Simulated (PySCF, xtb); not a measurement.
C₂H₇AlS, SMILES [CH3][AlH][S]C.

GFN2-xTB in xtb at its own geometry gives an orbital gap of 3.97 eV and a dipole moment of 1.98 D.

Geometry optimised at PBE-D3(BJ)/def2-SVP. The structure was generated by enumeration; whether it is a known compound was not checked. One conformer was computed; it need not be the lowest.

Question: What does CAM-B3LYP/def2-TZVP in PySCF give? (Estimate from the structure and the level; the computed values follow.)

Answer: gap 8.36 eV (levels -8.29 and 0.06 eV), dipole 1.01 D.
